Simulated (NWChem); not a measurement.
System: C5H5B; SMILES C#CB(C)C#C

Input file for NWChem:

```
start job
memory heap 200 mb stack 900 mb global 1100 mb
geometry units angstroms noautoz
  B      0.367511     0.014170     0.029459
  C     -0.402168    -1.304551    -0.031017
  C     -0.998681    -2.366956    -0.075283
  H     -1.530087    -3.301334    -0.114296
  C     -0.430307     1.317348     0.047296
  C     -1.049474     2.367476     0.066113
  H     -1.600808     3.290911     0.082579
  C      1.936705     0.031390     0.018704
  H      2.364526     0.924882     0.495077
  H      2.237910     0.067310    -1.046677
  H      2.384068    -0.880066     0.439870
end
basis spherical
  * library 6-31g*
end
dft
  xc xpbe96 cpbe96
  iterations 150
  mulliken
end
task dft energy
```

Output (shortened):

```
             Northwest Computational Chemistry Package (NWChem) 7.3.0
             --------------------------------------------------------

 CS  symmetry detected

                             Geometry "geometry" -> ""
                             -------------------------

 Output coordinates in angstroms (scale by  1.889725989 to convert to a.u.)

  No.       Tag          Charge          X              Y              Z
 ---- ---------------- ---------- -------------- -------------- --------------
    1 B                    5.0000     0.36692008     0.02345365     0.00000000
    2 C                    6.0000    -0.41697361     0.00650324    -1.31160961
    3 C                    6.0000    -1.02490611    -0.00283123    -2.36840765
    4 H                    1.0000    -1.56635821    -0.01108531    -3.29778165
    5 C                    6.0000    -0.41697361     0.00650324     1.31160961
    6 C                    6.0000    -1.02490611    -0.00283123     2.36840765
    7 H                    1.0000    -1.56635821    -0.01108531     3.29778165
    8 C                    6.0000     1.93612391     0.00392602     0.00000000
    9 H                    1.0000     2.37609556     0.45045303     0.90294868
   10 H                    1.0000     2.23173814    -1.06362391     0.00000000
   11 H                    1.0000     2.37609556     0.45045303    -0.90294868

 Effective nuclear repulsion energy (a.u.)     157.6122987346

      Symmetry information
      --------------------

 Group name             Cs
 Group number              2
 Group order               2
 No. of unique centers     7

  pbe96 is a nonlocal functional; adding pw91lda local functional.

                                 NWChem DFT Module
                                 -----------------

 Summary of "ao basis" -> "ao basis" (spherical)
 ------------------------------------------------------------------------------
       Tag                 Description            Shells   Functions and Types
 ---------------- ------------------------------  ------  ---------------------
 B                           6-31g*                  6       14   3s2p1d
 C                           6-31g*                  6       14   3s2p1d
 H                           6-31g*                  2        2   2s

      Symmetry analysis of basis
      --------------------------

        a'         54
        a"         40

            General Information
            -------------------
          SCF calculation type: DFT
          Wavefunction type:  closed shell.
          No. of atoms     :    11
          No. of electrons :    40
           Alpha electrons :    20
            Beta electrons :    20
          Charge           :     0
          Spin multiplicity:     1
          Use of symmetry is: on ; symmetry adaption is: on
          Maximum number of iterations: 150
          AO basis - number of functions:    94
                     number of shells:    46
          Convergence on energy requested:  1.00D-06
          Convergence on density requested:  1.00D-05
          Convergence on gradient requested:  5.00D-04

              XC Information
              --------------
          PerdewBurkeErnzerhof Exchange Functional  1.000
            Perdew 1991 LDA Correlation Functional  1.000 local
           PerdewBurkeErnz. Correlation Functional  1.000 non-local

             Grid Information
             ----------------
          Grid used for XC integration:  medium
          Radial quadrature: Mura-Knowles
          Angular quadrature: Lebedev.
          Tag              B.-S. Rad. Rad. Pts. Rad. Cut. Ang. Pts.
          ---              ---------- --------- --------- ---------
          B                   0.85       49          10.0       434
          C                   0.70       49          13.0       434
          H                   0.35       45          13.0       434
          Grid pruning is: on
          Number of quadrature shells:   331
          Spatial weights used:  Erf1

      Superposition of Atomic Density Guess
      -------------------------------------

 Sum of atomic energies:        -215.31852193

      Non-variational initial energy
      ------------------------------

 Total energy =    -218.378253
 1-e energy   =    -599.248920
 2-e energy   =     223.258369
 HOMO         =      -0.322979
 LUMO         =      -0.064594

      Symmetry analysis of molecular orbitals - initial
      -------------------------------------------------

  Numbering of irreducible representations:

     1 a'          2 a"

  Orbital symmetries:

     1 a'          2 a'          3 a"          4 a'          5 a"
     6 a'          7 a'          8 a"          9 a'         10 a'
    11 a"         12 a'         13 a"         14 a'         15 a'
    16 a"         17 a'         18 a"         19 a'         20 a"
    21 a'         22 a'         23 a"         24 a"         25 a'
    26 a'         27 a"         28 a'         29 a"         30 a'

     ---------------------------------------------
      Total Density - Mulliken Population Analysis
     ---------------------------------------------

    Atom       Charge   Shell Charges
 -----------   ------   -------------------------------------------------------
    1 B    5     4.58   2.00  0.61  1.14  0.38  0.40  0.06
    2 C    6     6.19   2.00  0.76  1.93  0.69  0.79  0.03
    3 C    6     6.22   2.00  0.75  1.82  0.65  0.97  0.03
    4 H    1     0.72   0.42  0.30
    5 C    6     6.19   2.00  0.76  1.93  0.69  0.79  0.03
    6 C    6     6.22   2.00  0.75  1.82  0.65  0.97  0.03
    7 H    1     0.72   0.42  0.30
    8 C    6     6.92   2.00  0.73  2.11  0.70  1.36  0.02
    9 H    1     0.75   0.46  0.30
   10 H    1     0.74   0.44  0.29
   11 H    1     0.75   0.46  0.30

   convergence    iter        energy       DeltaE   RMS-Dens  Diis-err
 ---------------- ----- ----------------- --------- --------- ---------
 d= 0,ls=0.0,diis     1   -217.8907098957 -3.76D+02  1.18D-02  5.87D-01
 d= 0,ls=0.0,diis     2   -217.9158076078 -2.51D-02  7.66D-03  3.31D-01
 d= 0,ls=0.0,diis     3   -217.8870926436  2.87D-02  5.49D-03  5.60D-01
 d= 0,ls=0.0,diis     4   -217.9518580991 -6.48D-02  1.99D-03  6.06D-02
 d= 0,ls=0.0,diis     5   -217.9606575372 -8.80D-03  2.61D-04  7.62D-04
  Resetting Diis
 d= 0,ls=0.0,diis     6   -217.9607677424 -1.10D-04  7.34D-05  4.85D-05
 d= 0,ls=0.0,diis     7   -217.9607747685 -7.03D-06  2.57D-05  2.54D-06
 d= 0,ls=0.0,diis     8   -217.9607743583  4.10D-07  1.66D-05  5.70D-06
 d= 0,ls=0.0,diis     9   -217.9607750632 -7.05D-07  4.77D-06  2.80D-07

         Total DFT energy =     -217.960775063204
      One electron energy =     -604.291338155565
           Coulomb energy =      261.331518703148
    Exchange-Corr. energy =      -32.613254345386
 Nuclear repulsion energy =      157.612298734600

 Numeric. integr. density =       40.000002591871

                  Occupations of the irreducible representations
                  ----------------------------------------------

                     irrep           alpha         beta
                     --------     --------     --------
                     a'               12.0         12.0
                     a"                8.0          8.0

                       DFT Final Molecular Orbital Analysis
                       ------------------------------------

 Vector   18  Occ=2.000000D+00  E=-2.457987D-01  Symmetry=a"
              MO Center= -7.4D-01,  2.9D-03, -4.5D-14, r^2= 4.8D+00
   Bfn.  Coefficient  Atom+Function         Bfn.  Coefficient  Atom+Function
  ----- ------------  ---------------      ----- ------------  ---------------
    32      0.308674   3 C  py               62     -0.308674   6 C  py
    18      0.291308   2 C  py               48     -0.291308   5 C  py
    36      0.193366   3 C  py               66     -0.193366   6 C  py
    22      0.164230   2 C  py               52     -0.164230   5 C  py

 Vector   19  Occ=2.000000D+00  E=-2.371857D-01  Symmetry=a'
              MO Center= -3.1D-01,  5.2D-03, -6.3D-14, r^2= 5.0D+00
   Bfn.  Coefficient  Atom+Function         Bfn.  Coefficient  Atom+Function
  ----- ------------  ---------------      ----- ------------  ---------------
    17      0.253736   2 C  px               47      0.253736   5 C  px
    31      0.230860   3 C  px               61      0.230860   6 C  px
    77      0.213901   8 C  px               80     -0.196967   8 C  s
    33     -0.164849   3 C  pz               63      0.164849   6 C  pz
    35      0.159929   3 C  px               65      0.159929   6 C  px

 Vector   20  Occ=2.000000D+00  E=-2.342118D-01  Symmetry=a"
              MO Center= -7.6D-01,  1.9D-03,  6.6D-14, r^2= 4.9D+00
   Bfn.  Coefficient  Atom+Function         Bfn.  Coefficient  Atom+Function
  ----- ------------  ---------------      ----- ------------  ---------------
    31      0.285563   3 C  px               61     -0.285563   6 C  px
    17      0.218816   2 C  px               47     -0.218816   5 C  px
    19     -0.187749   2 C  pz               49     -0.187749   5 C  pz
    35      0.180013   3 C  px               65     -0.180013   6 C  px
    33     -0.142792   3 C  pz               63     -0.142792   6 C  pz

 Vector   21  Occ=0.000000D+00  E=-1.015984D-01  Symmetry=a'
              MO Center= -2.1D-01, -1.3D-03,  1.1D-14, r^2= 4.5D+00
   Bfn.  Coefficient  Atom+Function         Bfn.  Coefficient  Atom+Function
  ----- ------------  ---------------      ----- ------------  ---------------
     4      0.419431   1 B  py                8      0.345890   1 B  py
    32     -0.291978   3 C  py               62     -0.291978   6 C  py
    36     -0.288215   3 C  py               66     -0.288215   6 C  py
    92      0.166650  10 H  s                22      0.093433   2 C  py
    52      0.093433   5 C  py               91      0.093231  10 H  s

[...]
```

Level: PBE/6-31G* (spherical d). All runs use the structure optimised with PBE0/def2-SVP.
